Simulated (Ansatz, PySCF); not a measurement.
Reaction 2 R1 → P1 + P2, each structure at its B3LYP-D3(BJ)/def2-TZVP stationary point, reached from a drawn start (curvature not checked).
R1: H4OSi (SMILES O[SiH3]), charge 0, multiplicity 1.
P1: H6OSi2 (SMILES [SiH3]O[SiH3]), charge 0, multiplicity 1.
P2, H2O (SMILES O) (charge 0, multiplicity 1, Z-matrix in Å and degrees):
```
O
H 1 0.9627
H 1 0.9627 2 105.24
```

| level | reaction energy (meV) | minus CCSD(T)/CBS(cc-pV(T+d)Z, cc-pV(Q+d)Z) |
|---|---|---|
| PBE/def2-TZVPP | -121.7 | 89.5 |
| PBE-D4/def2-TZVPP | -157.6 | 53.6 |
| r2SCAN-D4/def2-TZVPP | -174.4 | 36.8 |
| PBE0/def2-TZVPP | -158.7 | 52.5 |
| PBE0-D4/def2-TZVPP | -191.7 | 19.5 |
| BHLYP-D3(BJ)/def2-TZVPP | -243.7 | -32.5 |
| B2PLYP/def2-TZVPP | -181.1 | 30.1 |
| B2PLYP-D4/def2-TZVPP | -207.1 | 4.1 |
| MP2/cc-pV(T+d)Z | -189.6 | 21.6 |
| MP2/cc-pV(Q+d)Z | -206.4 | 4.8 |
| SCS-MP2/cc-pV(Q+d)Z | -208.3 | 2.9 |
| CCSD/cc-pV(T+d)Z | -200.9 | 10.3 |
| CCSD(T)/cc-pV(D+d)Z | -163.8 | 47.4 |
| CCSD(T)/CBS(cc-pV(T+d)Z, cc-pV(Q+d)Z) | -211.2 | 0.0 |

 The comparison column counts from a level with limits of its own.

P less R. No zero-point or thermal terms.

Correlated levels freeze the cores. CBS: X⁻³ extrapolation of the correlation energy, Hartree–Fock from the larger set.

Programs: Ansatz (Gaussian orbitals); PySCF for the D3/D4 terms. No computed number here is a measurement.

Ansatz is a quantum-chemistry and plane-wave program.
